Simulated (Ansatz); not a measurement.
Consider the formal exchange of groups at the Si–Si bond: `CO[SiH](C)[SiH3]` + `[BH]1[O][GeH2]1` → `[SiH3][B]1[O][GeH2]1` + `CO[SiH2]C`.

Computed with Ansatz on PBE0-D4/def2-TZVP structures; ΔE is electronic, products minus reactants. CCSD(T)/CBS is the MP2 limit (def2-TZVPP, def2-QZVPP) plus CCSD(T) − MP2 in def2-TZVPP, frozen cores. Functionals use def2-TZVPP. B3LYP here is the variant with VWN-RPA as its local correlation; programs differ in this. For Ge outer-core shells are correlated without core-valence functions, which leaves a few kJ/mol of doubt a bond. Scalar relativity is left out up to krypton. Each species was taken in one conformer, which may not be the lowest.

| level | ΔE (kJ/mol) | difference from CCSD(T)/CBS |
| --- | --- | --- |
| PBE-D4 | -1.3 | 4.0 |
| r2SCAN-D4 | -4.2 | 1.1 |
| PBE0-D4 | -0.6 | 4.7 |
| B3LYP-D4 | -4.9 | 0.4 |
| ωB97X-V | -1.3 | 4.0 |
| ωB97M-V | -4.8 | 0.5 |
| B2PLYP | -8.1 | -2.8 |
| PBE | -3.6 | 1.7 |
| r2SCAN | -5.0 | 0.3 |
| PBE0 | -2.7 | 2.6 |
| B3LYP | -8.4 | -3.1 |
| HF/def2-TZVPP | -8.2 | -2.9 |
| MP2/def2-TZVPP | -7.4 | -2.1 |
| SCS-MP2/def2-TZVPP | -8.7 | -3.4 |
| CCSD/def2-TZVPP | -6.1 | -0.8 |
| CCSD(T)/def2-TZVPP | -6.5 | -1.2 |
| HF/def2-QZVPP | -8.3 | -3.0 |
| MP2/def2-QZVPP | -6.8 | -1.5 |
| SCS-MP2/def2-QZVPP | -7.9 | -2.6 |
| HF/CBS(def2) | -8.3 | -3.0 |
| MP2/CBS(def2) | -6.3 | -1.0 |
| CCSD/CBS(def2) | -4.9 | 0.4 |
| CCSD(T)/CBS | -5.3 | 0 |

Largest T1 diagnostic among the species: 0.017.

The D4 term adds +3.4 kJ/mol with B3LYP and +2.1 kJ/mol with PBE0; it sums over pairs of atoms, weighted by their polarisabilities, and B3LYP, whose exchange is more repulsive, gets the larger term.
